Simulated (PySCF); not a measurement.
**Correlation energy of O+ (oxygen, charge +1)**

[He] 2s2 2p3, high-spin 4S determinant. Computed with PySCF 2.14 in x2c-TZVPall (5s3p2d1f, 31 functions), with the spin-free X2C one-electron Hamiltonian (Gaussian nucleus). Frozen: 1s2; 5 electrons correlated.

MP2 pair energies summed by pair of shells (mhartree):

```json
{"pair": "2s-2p", "energy": "-63.24", "share (%)": "65.8"}
{"pair": "2p-2p", "energy": "-23.12", "share (%)": "24.0"}
{"pair": "2s-2s", "energy": "-9.77", "share (%)": "10.2"}
```

Total MP2 correlation energy: -96.12 mhartree.

Same-spin part -28.39 and opposite-spin part -67.73 mhartree; SCS-MP2 scales them by 1/3 and 6/5 to -90.74 mhartree.

```tsv
level	correlation energy (mhartree)
CCSD	-111.40
(T)	-1.55
CCSD(T)	-112.95
```

Diagnostics: T1 = 0.0041, D1 = 0.0088, largest double amplitude 0.036.

**Question.** Is a single reference adequate?

**Answer.** Yes: T1 lies below 0.03 and no double amplitude reaches 0.07.
